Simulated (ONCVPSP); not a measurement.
bromine (Br), ONCV: configuration errors across variants

* Element: bromine (Br)
* Generator: ONCVPSP 4.0.1
* Type: optimised norm-conserving Vanderbilt (ONCV)
* Functional: LDA (Perdew-Zunger)
* Relativity: scalar-relativistic
* Frozen core: [Ne]
* Valence charge: 25
* Reference configuration: 3s2 3p6 3d10 4s2 4p4 (charge +1)
* Partial waves: 3s+4s: rc 0.90 bohr, ncon 4, nbas 9, qcut 16.5 1/bohr, 2 projectors; 3p+4p: rc 1.00 bohr, ncon 4, nbas 8, qcut 15.1 1/bohr, 2 projectors; 3d: rc 0.55 bohr, ncon 4, nbas 8, qcut 18.6 1/bohr, local
* Local potential: the d channel
* Core correction: Teter function, fcfact 2.25, rcfact 1.3

All-electron excitation energies from the reference (eV): (1) 3s2 3p6 3d10 4s2 4p5 -12.708; (2) 3s2 3p6 3d10 4s2 4p3 22.944; (3) 3s2 3p6 3d10 4s2 4p2 57.165; (4) 3s2 3p6 3d9 4s2 4p5 66.031.

Errors AE − PS in meV (a dash: test not solved or not reliable):

| change | (1) | (2) | (3) | (4) | bound ghosts | GHOST(+) flags above zero |
| --- | --- | --- | --- | --- | --- | --- |
| base | +1.0 | -2.1 | -5.3 | +8.2 | none | s |
| all radii but the core radius scaled by about 0.78 (s 0.70, p 0.78, d 0.42 bohr) | +0.8 | -1.7 | -4.3 | +28 | none | none |
| all radii but the core radius scaled by about 1.12 (s 1.00, p 1.12, d 0.62 bohr) | +2.0 | -3.4 | -8.1 | +11 | none | none |
| all radii but the core radius scaled by about 1.18 (s 1.06, p 1.18, d 0.66 bohr) | +2.0 | -3.5 | -8.4 | +14 | none | s |
| all radii but the core radius scaled by about 1.31 (s 1.18, p 1.30, d 0.72 bohr) | +2.1 | -3.7 | -9.1 | +22 | none | s |

Q: Give the same row for: all radii but the core radius scaled by about 0.91 (s 0.82, p 0.92, d 0.50 bohr).

A: +1.1, -2.1, -5.3, +10; bound ghosts: none; GHOST(+) flags above zero: s.
